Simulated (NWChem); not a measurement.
HfNHClF; SMILES [NH]=[Hf]([F])[Cl]

All runs: NWChem. Medium grid unless said otherwise, to which SCAN and Minnesota functionals are sensitive. The geometry was optimised at PBE0/def2-SVP. def2 effective core potentials on Hf; no spin-orbit coupling. Total energies of different functionals are on different scales.

```json
[
 {"level": "B3LYP/def2-SVP", "energy (Ha)": "-663.3197", "highest occupied level (eV)": "-6.87", "orbital gap (eV)": "3.51", "dipole (D)": "3.60"},
 {"level": "PBE/def2-SVP", "energy (Ha)": "-662.9702", "highest occupied level (eV)": "-5.80", "orbital gap (eV)": "2.04", "dipole (D)": "3.43"},
 {"level": "PW6B95/def2-SVP", "energy (Ha)": "-663.8110", "highest occupied level (eV)": "-7.25", "orbital gap (eV)": "4.17", "dipole (D)": "3.70"},
 {"level": "MN15/def2-SVP", "energy (Ha)": "-662.9486", "highest occupied level (eV)": "-7.87", "orbital gap (eV)": "5.61", "dipole (D)": "3.74"},
 {"level": "LC-wPBE (HJS exchange hole, range parameter 0.4 per bohr)/def2-SVP", "energy (Ha)": "-663.0483", "highest occupied level (eV)": "-9.87", "orbital gap (eV)": "8.86", "dipole (D)": "3.91"},
 {"level": "PW91/def2-SVP", "energy (Ha)": "-663.2862", "highest occupied level (eV)": "-5.86", "orbital gap (eV)": "2.00", "dipole (D)": "3.43"},
 {"level": "RPBE/def2-SVP", "energy (Ha)": "-663.2920", "highest occupied level (eV)": "…", "orbital gap (eV)": "2.02", "dipole (D)": "3.46"}
]
```

**Question.** Complete the blanks.

**Answer.** 
- RPBE/def2-SVP, highest occupied level (eV): -5.75
